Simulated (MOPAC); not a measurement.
MOPAC input (PM7):

```
PM7 FORCE THERMO(298,298) PRECISE LET CHARGE=-1 GEO-OK AUX(PRECISION=9) THREADS=1
C2H8ClSi2

C    -2.05334229 1    1.34956224 1    0.77575227 1
Si   -1.04821477 1   -0.18282901 1    0.36980204 1
C    -2.04271688 1   -1.62258608 1   -0.30864430 1
Si    1.02614383 1   -0.26053950 1    0.62472740 1
Cl    2.17014455 1    0.35684405 1   -1.04680432 1
H    -2.83330366 1    1.47227856 1    0.00980323 1
H    -1.44137311 1    2.26144109 1    0.78193079 1
H    -2.54153516 1    1.25658558 1    1.75472941 1
H    -2.53820010 1   -1.32481246 1   -1.24378912 1
H    -2.81513200 1   -1.92036771 1    0.41367981 1
H    -1.41820091 1   -2.50003750 1   -0.52233175 1
H     1.51564164 1   -1.61641257 1    0.87844859 1
H     1.49746114 1    0.62264013 1    1.69262676 1
```

From the output:

```
     H   13   3.060643

          HEAT OF FORMATION =    -100.869692 KCALS/MOLE

          ZERO POINT ENERGY      53.754 KCAL/MOL

           NORMAL COORDINATE ANALYSIS (Total motion = 1 Angstrom)

   Root No.       1         2         3         4         5         6         7         8

                 1 A       2 A       3 A       4 A       5 A       6 A       7 A       8 A

                  26.0      30.9      39.4     104.9     165.5     204.8     232.6     410.5

           1   -0.0012   -0.0022   -0.0120    0.0146    0.0383   -0.0110    0.0193    0.0662
           2    0.0074    0.0023    0.0268   -0.0353   -0.0518   -0.0678    0.0444   -0.0052
           3    0.0044    0.0009   -0.0634    0.0623   -0.0027   -0.0206   -0.0258    0.0019
           4   -0.0015   -0.0021   -0.0118    0.0141    0.0396   -0.0107    0.0173    0.0426
           5   -0.0032    0.0017   -0.0078   -0.0219    0.0252    0.0146   -0.0283   -0.0672
           6   -0.0025    0.0065   -0.0007   -0.0201    0.0014    0.0471    0.0805   -0.0069
           7   -0.0000    0.0017    0.0199    0.0252   -0.0293    0.0675   -0.0474   -0.0233
           8   -0.0039    0.0001   -0.0227   -0.0276    0.0556   -0.0212   -0.0004   -0.0634
           9   -0.0090   -0.0021    0.0642    0.0601    0.0012   -0.0209   -0.0251    0.0015
          10   -0.0004   -0.0051   -0.0362    0.0131   -0.0340   -0.0117    0.0185   -0.0509
          11   -0.0017   -0.0007   -0.0233   -0.0203   -0.0214    0.0200   -0.0284    0.0819
          12    0.0013   -0.0007   -0.0002   -0.0439   -0.0002   -0.0017   -0.0290    0.0442
          13    0.0020    0.0064    0.0382   -0.0398   -0.0015   -0.0071   -0.0158   -0.0065
          14    0.0028   -0.0018    0.0252    0.0624   -0.0003    0.0113    0.0250    0.0099
          15    0.0028   -0.0040    0.0003   -0.0029   -0.0001   -0.0145   -0.0122   -0.0336
          16   -0.0053   -0.0025   -0.0180    0.0411    0.0012   -0.0883    0.0161    0.1195
          17   -0.1596    0.0351    0.0317   -0.0377   -0.0770   -0.0988    0.0672    0.0213
          18    0.2149   -0.0411   -0.0730    0.0803    0.0088   -0.0251   -0.0566    0.0022
          19   -0.0068   -0.0031   -0.0431    0.0412    0.0716    0.0248   -0.0541    0.0047
          20   -0.0936    0.0223    0.0337   -0.0382   -0.0739   -0.0980    0.0679    0.0239
          21   -0.2438    0.0479   -0.0805    0.0846   -0.0195   -0.0522   -0.0512    0.0067
          22    0.0080   -0.0012    0.0251   -0.0381    0.0368    0.0236    0.1021    0.0698
          23    0.2706   -0.0483    0.0376   -0.0393   -0.0521   -0.0781    0.0611    0.0173
          24    0.0415   -0.0074   -0.0763    0.0828   -0.0024   -0.0363   -0.0567    0.0021
          25   -0.0417   -0.2096    0.0332   -0.0085   -0.0507    0.1284   -0.0442   -0.0647
          26    0.0158    0.0901   -0.0519   -0.0586    0.0438    0.0311    0.0401   -0.0869
          27   -0.0351   -0.1288    0.0867    0.0681    0.0011   -0.0333   -0.0494    0.0051
          28    0.0408    0.2136    0.0282    0.0685   -0.0517    0.0784   -0.1113   -0.0572
          29   -0.0229   -0.0855    0.0175    0.0078    0.0431   -0.0338   -0.0734   -0.0779
          30   -0.0362   -0.1348    0.0870    0.0674    0.0016   -0.0331   -0.0499    0.0019
          31    0.0004    0.0042    0.0191    0.0254   -0.0278    0.0656   -0.0465   -0.0200
          32   -0.0045   -0.0052   -0.0432   -0.0367    0.0941   -0.0856    0.0533    0.0127
          33    0.0430    0.2642    0.0591    0.1061    0.0007   -0.0502   -0.0623    0.0065
          34   -0.0007   -0.0087   -0.0580    0.0199   -0.0504   -0.0186    0.0135   -0.0477
          35   -0.0012   -0.0035   -0.0689   -0.0327   -0.1312    0.0326   -0.0212    0.0711
          36    0.0008   -0.0090   -0.0574   -0.0310   -0.0600   -0.0132   -0.0364    0.0350
          37    0.0017   -0.0117   -0.0865    0.0214   -0.1403   -0.0144    0.0178   -0.0546
          38   -0.0049    0.0013   -0.0239   -0.0316    0.0112    0.0298   -0.0219    0.0779
          39    0.0046    0.0033    0.0576   -0.0315    0.0592   -0.0161   -0.0385    0.0414

   Root No.       9        10        11        12        13        14        15        16

                 9 A      10 A      11 A      12 A      13 A      14 A      15 A      16 A

                 431.2     485.6     675.5     684.7     728.8     752.8     781.7     794.0

           1    0.0195   -0.0401    0.0124    0.1046    0.0639   -0.0106    0.0022    0.0383
           2   -0.0047    0.0099    0.0018    0.0150   -0.0260   -0.0024   -0.0024    0.0274
           3   -0.0004    0.0036    0.0019   -0.0020   -0.0071   -0.0029    0.0293    0.0006
           4    0.0119   -0.0156   -0.0047   -0.0342   -0.0434    0.0060   -0.0008   -0.0333
           5    0.0067    0.0247   -0.0029    0.0542   -0.0270   -0.0083   -0.0025   -0.0203
           6   -0.0003   -0.0201    0.0002   -0.0008    0.0009   -0.0044    0.0005    0.0014
           7    0.0034    0.0076    0.0060   -0.0591    0.0065    0.0076   -0.0053    0.0403
           8    0.0184    0.0419    0.0102   -0.0885    0.0675    0.0062    0.0059    0.0215
           9    0.0007    0.0046   -0.0025   -0.0003    0.0036   -0.0006   -0.0313   -0.0056
          10   -0.0464    0.0828    0.0084    0.0079    0.0006    0.0091    0.0003    0.0002
          11   -0.0283   -0.1311    0.0052   -0.0124    0.0003   -0.0145   -0.0002   -0.0001
          12    0.0004    0.2470    0.0000    0.0012    0.0000    0.0068    0.0002   -0.0002
          13    0.0093   -0.0411   -0.0085    0.0002    0.0002   -0.0001    0.0003    0.0006
          14    0.0060    0.0650   -0.0053   -0.0003    0.0001    0.0000    0.0002    0.0004
          15   -0.0002   -0.1887   -0.0001    0.0019    0.0002    0.0123    0.0002   -0.0001
          16    0.0071   -0.0383   -0.0192    0.0189    0.2246    0.0192   -0.1074   -0.1290
          17   -0.0090   -0.0016   -0.0045   -0.0185    0.0438    0.0036    0.0055   -0.0439
          18   -0.0014    0.0145   -0.0085    0.0040    0.0196    0.0057   -0.0510   -0.0070
          19    0.0267    0.0069    0.0186    0.1923   -0.0846   -0.0164   -0.0894    0.1989
          20   -0.0096   -0.0058   -0.0065   -0.0334    0.0470    0.0047    0.0129   -0.0587
          21   -0.0023    0.0107   -0.0068    0.0080    0.0077    0.0038   -0.0453    0.0059
          22    0.0213   -0.0656    0.0329    0.0665    0.0354   -0.0260    0.2023    0.0042
          23   -0.0093    0.0002   -0.0062   -0.0222    0.0447    0.0056   -0.0002   -0.0456
          24   -0.0025    0.0156   -0.0097   -0.0004    0.0090    0.0065   -0.0603   -0.0011
          25   -0.0047    0.0124   -0.0127    0.0036    0.0990   -0.0127   -0.0529   -0.0815
          26    0.0112    0.0294   -0.0182   -0.0462    0.1241   -0.0093   -0.1494   -0.0739
          27    0.0021    0.0102    0.0095    0.0030   -0.0144    0.0018    0.0578    0.0145
          28   -0.0029    0.0319    0.0076    0.0060    0.0819   -0.0086    0.0967   -0.0564
          29    0.0174    0.0617    0.0271   -0.0401    0.0848   -0.0014    0.1881   -0.0176
          30    0.0029    0.0125    0.0102   -0.0010   -0.0011    0.0010    0.0620    0.0062
          31    0.0030    0.0039    0.0049   -0.0517    0.0002    0.0065   -0.0046    0.0337
          32    0.0299   -0.0038    0.0254   -0.2020   -0.1020    0.0376   -0.0450    0.2181
          33    0.0021    0.0110    0.0079    0.0004   -0.0069    0.0012    0.0433    0.0085
          34    0.0078   -0.0090   -0.1607   -0.0181    0.0051   -0.1477    0.0072    0.0164
          35    0.3324   -0.0201    0.1920    0.0462   -0.0163    0.2927   -0.0070   -0.0322
          36    0.1838    0.0708   -0.3049   -0.0312    0.0068   -0.2411    0.0134    0.0286
          37    0.3027    0.0212    0.1059   -0.0343   -0.0165   -0.1997   -0.0134   -0.0216
          38   -0.1343    0.0008   -0.2289    0.0375    0.0181    0.2557    0.0216    0.0247
          39   -0.1830    0.0688    0.3065   -0.0329   -0.0139   -0.2375   -0.0238   -0.0226

   Root No.      17        18        19        20        21        22        23        24

                17 A      18 A      19 A      20 A      21 A      22 A      23 A      24 A

                 833.7     845.6     855.7    1263.5    1268.9    1305.1    1305.6    1311.7

           1    0.0028    0.0100   -0.0006   -0.0331    0.0334    0.0008   -0.0029   -0.0003
           2    0.0098   -0.0291    0.0081    0.0014   -0.0018    0.0001   -0.0007   -0.0242
           3    0.0336    0.0105   -0.0029    0.0012   -0.0009    0.0059   -0.0405   -0.0021
           4   -0.0004   -0.0130    0.0027   -0.0019    0.0006    0.0000   -0.0001    0.0004
           5   -0.0080    0.0211   -0.0046   -0.0012   -0.0009   -0.0000   -0.0000    0.0002
           6   -0.0187   -0.0045    0.0003   -0.0001    0.0000    0.0002    0.0003   -0.0000
           7   -0.0042    0.0227   -0.0067   -0.0130   -0.0129   -0.0008    0.0036   -0.0213
           8    0.0097   -0.0227    0.0043   -0.0298   -0.0317    0.0006   -0.0018    0.0101
           9    0.0331    0.0052   -0.0016   -0.0001    0.0001   -0.0411   -0.0064    0.0003
          10   -0.0001    0.0011   -0.0073   -0.0002    0.0003    0.0000    0.0001   -0.0001
          11    0.0006   -0.0018    0.0115   -0.0001   -0.0005   -0.0000   -0.0000   -0.0001
          12    0.0012    0.0023    0.0150    0.0000    0.0003    0.0001    0.0001    0.0001
          13    0.0001    0.0002    0.0004    0.0000   -0.0001   -0.0000    0.0000   -0.0000
          14   -0.0001   -0.0003   -0.0007    0.0000    0.0001   -0.0000    0.0000   -0.0000
          15    0.0004    0.0003    0.0034    0.0000   -0.0002   -0.0000   -0.0001   -0.0000
          16   -0.1768    0.1058   -0.0255    0.1439   -0.1460    0.0089   -0.0674   -0.0608
          17   -0.0137    0.0357   -0.0093    0.0443   -0.0392    0.0300   -0.2058    0.0542
          18   -0.0522   -0.0075    0.0025    0.0274   -0.0355   -0.0313    0.2103   -0.1150
          19   -0.0229   -0.1745    0.0505    0.1500   -0.1389    0.0021   -0.0264    0.0614
          20   -0.0085    0.0510   -0.0141   -0.0637    0.0605   -0.0217    0.1510    0.0070
          21   -0.0406   -0.0204    0.0056    0.0146   -0.0117   -0.0482    0.3209    0.1042
          22    0.2006    0.1012   -0.0262    0.1419   -0.1396   -0.0211    0.1243    0.0000
          23   -0.0189    0.0323   -0.0090    0.0040    0.0070   -0.0099    0.0635    0.2232
          24   -0.0602   -0.0225    0.0062   -0.0569    0.0582    0.0088   -0.0539    0.0353
          25    0.0950   -0.0632    0.0134    0.0844    0.0764    0.2198    0.0095    0.1299
          26    0.1884   -0.0497    0.0080    0.1160    0.1258    0.0147    0.0188   -0.0966
          27   -0.0578   -0.0014    0.0016   -0.0452   -0.0544    0.0505   -0.0118    0.1086
          28   -0.0508   -0.0872    0.0226    0.0836    0.0792   -0.2136   -0.0525    0.1256
          29   -0.1387   -0.1044    0.0275    0.1146    0.1248   -0.0187    0.0160   -0.0959
          30   -0.0542   -0.0169    0.0051    0.0453    0.0541    0.0515    0.0281   -0.1131
          31   -0.0054    0.0222   -0.0066    0.0043    0.0035    0.0036    0.0015   -0.0053
          32   -0.0479    0.1752   -0.0470    0.1604    0.1543   -0.0013   -0.0124    0.0731
          33   -0.0387   -0.0048    0.0014    0.0024   -0.0008    0.3828    0.0562    0.0017
          34   -0.0049   -0.0103   -0.0979   -0.0002   -0.0007   -0.0003   -0.0002   -0.0002
          35    0.0070   -0.0424   -0.2531   -0.0010    0.0001   -0.0004   -0.0000    0.0003
          36   -0.0079   -0.0324   -0.2564    0.0006   -0.0014   -0.0004   -0.0004   -0.0001
          37   -0.0073    0.0425    0.2704   -0.0009    0.0002    0.0000    0.0005    0.0004
          38    0.0106   -0.0086   -0.0200    0.0003    0.0006    0.0003   -0.0001   -0.0003
          39   -0.0097   -0.0326   -0.2568   -0.0006   -0.0013   -0.0003    0.0000    0.0001

   Root No.      25        26        27        28        29        30        31        32

                25 A      26 A      27 A      28 A      29 A      30 A      31 A      32 A
```

The dipole moment of an ion depends on the origin.
